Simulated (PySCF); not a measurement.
Method: PBE0 in PySCF with Si def2-SVP, F def2-SVP; no relativity; density-fitted integrals. Open shells, if any, are unrestricted.

Task: What shape and geometry does isolated singlet SiF4 take (every ligand bound to Si)?

Result: Counting electrons, silicon keeps none of its valence electrons outside its bonds, so the VSEPR class is AX4 and the expected shape is tetrahedral (Td), as computed. The lowest minimum found is a singlet of Td symmetry with Si–F 1.586 Å (×4); F–Si–F 109.5° (×6). Its harmonic wavenumbers are 257 (e), 381 (t2), 787 (a1), 1045 (t2) cm⁻¹ and its dipole moment is 0.00 D.
